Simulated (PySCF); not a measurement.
¹⁹F chemical shifts

Calculated, not measured (PySCF 2.14): structure optimised with GFN2-xTB, PBE0/pcSseg-1 with gauge-including orbitals. In vacuum, non-relativistic, one conformer, averaged over atoms made equivalent by symmetry, fast rotation or ring inversion.

Shieldings were converted by a linear fit to measured shifts: ¹⁹F (scatter 6.0 ppm rms, 7.0 ppm with the 5 outliers that the fit left out vs CFCl3, solution or neat liquid, with a term for F on sp3 carbon). Occasional misses reach two or three times the rms, and more in compound classes unlike the fitted ones.

(1) Give the ¹⁹F shifts of `COC(=O)/C=C/C(F)(F)F`.

(2) Order these by ¹⁹F shift, lowest first.
A. C[C@@H]1[SiH2][C@@H](F)[Si@H]1C#N
B. C=CC(=O)OCC(F)(F)F
C. FCc1ccns1
D. C=C(F)/C(=C\Cl)CC
E. C[C@]([SiH3])(S[SiH3])C(=S)CF
F. O[C@@]12C[C@@H]1[C@H]2OC(F)(F)F

Answers

(1) 
| compound | environment | δ (ppm) |
| --- | --- | --- |
| COC(=O)/C=C/C(F)(F)F | fluorine of a CF3 group (×3) | -68.6 |

(2) A (-250.0 ppm, fluorine on an sp3 carbon), C (-223.1 ppm, fluorine on an sp3 carbon), E (-194.4 ppm, fluorine on an sp3 carbon), D (-103.8 ppm, vinylic fluorine), B (-74.6 ppm, fluorine of a CF3 group), F (-59.6 ppm, fluorine of an OCF3 group).
